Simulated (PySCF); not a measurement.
# Excitation energy of Ru by level of theory

Ru [Kr] 4d7 5s1 (5F) → Ru [Kr] 4d8 (3F), as a difference of total energies. Computed with PySCF 2.14 in aug-cc-pVDZ-PP with ECP28MDF (5s5p4d2f, 54 functions), with scalar relativity through the core potential. Correlated levels: valence: 4s2 4p6 frozen. The calculations carry no spin-orbit coupling.

| method | excitation energy (eV) |
| --- | --- |
| UHF | 2.280 |
| MP2 (valence) | 1.292 |
| SCS-MP2 (valence) | 1.075 |
| CCSD (valence) | 1.507 |
| CCSD(T) (valence) | 1.406 |

How much does correlation contribute at CCSD(T) (valence)?

1.406 − (2.280) = -0.874 eV, measured against UHF.
